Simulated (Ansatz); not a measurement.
Start from `C[O][Ga]([Cl])[Cl]` and change one atom or group to get `C[O][Ga]([OH])[Cl]`.

Ansatz, PBE0-D4/def2-TZVP geometries, multiplicity 1. Each molecule was computed in one conformer, which needn't be the lowest.

Scalar relativity is left out up to krypton.

```tsv
property	`C[O][Ga]([Cl])[Cl]`
LUMO energy (PBE0/def2-TZVPP) / eV	-1.48
HOMO–LUMO gap (ωB97M-V/def2-TZVPP) / eV	11.36
HOMO energy (PBE0/def2-TZVPP) / eV	-8.51
HOMO–LUMO gap (PBE0/def2-TZVPP) / eV	7.03
size of the dipole moment (PBE/def2-TZVPP) / D	1.55
HOMO–LUMO gap (B3LYP/def2-TZVPP) / eV	6.46
```

**Question.** What does the change do to each property? (Best estimate.)

**Answer.** Ansatz gave: 
```tsv
property	`C[O][Ga]([OH])[Cl]`	shift
LUMO energy (PBE0/def2-TZVPP) / eV	-1.12	0.36
HOMO–LUMO gap (ωB97M-V/def2-TZVPP) / eV	11.44	0.08
HOMO energy (PBE0/def2-TZVPP) / eV	-8.29	0.22
HOMO–LUMO gap (PBE0/def2-TZVPP) / eV	7.17	0.14
size of the dipole moment (PBE/def2-TZVPP) / D	1.82	0.27
HOMO–LUMO gap (B3LYP/def2-TZVPP) / eV	6.57	0.11
```

With PBE0 the HOMO rises by 0.22 eV and the LUMO rises by 0.36 eV, so the gap widens by about 0.14 eV. PBE moves the HOMO by 0.27 eV and ωB97M-V by 0.20 eV. Dipoles are sizes alone; their direction can turn.

B3LYP here is the variant with VWN-RPA as its local correlation; programs differ in this.
